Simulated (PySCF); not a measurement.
Computed vibrations of [Tm(H2O)3]3+

[Tm(H2O)3]3+ (singlet in the valence; each metal's 4f electrons, 12 of them, lie in its core potential, out of spins and levels). PySCF 2.14.0, RKS PBE0, Tm lcecp-1-SVP with ECP58, O def2-SVP, H def2-SVP; non-relativistic Hamiltonian with scalar-relativistic core potentials where named; density fitting; no spin-orbit coupling. Central differences of gradients.

```xyz
10

Tm    0.0000    0.0000    0.0000
O     2.2202    0.0000    0.0000
H     2.8383    0.0000    0.7721
H     2.8383    0.0000   -0.7721
O    -1.1101    1.9228    0.0000
H    -1.4192    2.4581    0.7721
H    -1.4192    2.4581   -0.7721
O    -1.1101   -1.9228    0.0000
H    -1.4192   -2.4581    0.7721
H    -1.4192   -2.4581   -0.7721
```

Run from Python with OMP_NUM_THREADS=2. Where DIIS fails, smearing, a level shift and second-order steps follow.
It took 38 s on 2 threads of Arm Neoverse V2, with other jobs on the host.

Q: What are the harmonic wavenumbers and infrared intensities?

A: Modes are labelled in D3h; negative numbers are unstable modes, those under 60 cm⁻¹ near the noise; a finer grid moves soft modes by up to 10 cm⁻¹.
```tsv
cm⁻¹	km/mol	symmetry
-204	–	a1''
-178	–	e''
-178	–	e''
-48	–	a2''
56	6.2	e'
56	6.2	e'
416	0.0	a1'
421	23.0	e'
421	23.0	e'
642	0.0	e''
642	0.0	e''
650	0.0	a2'
661	280.4	a2''
680	580.7	e'
680	580.7	e'
1675	230.3	e'
1675	230.3	e'
1680	0.0	a1'
3558	862.1	e'
3558	862.1	e'
3578	0.0	a1'
3588	0.0	e''
3588	0.0	e''
3591	1388.7	a2''
```

Q: Is this a minimum?

A: No: 4 unstable; the lowest moves the atoms so:
```
Tm   0.00  0.00  0.00
O    0.00  0.00  0.00
H    0.00  0.41  0.00
H    0.00 -0.41  0.00
O    0.00  0.00  0.00
H   -0.35 -0.20  0.00
H    0.35  0.20  0.00
O    0.00  0.00  0.00
H    0.35 -0.20  0.00
H   -0.35  0.20  0.00
```

An lcecp potential fixes the number of 4f electrons, so in runs with it no electron can move into or out of that shell.
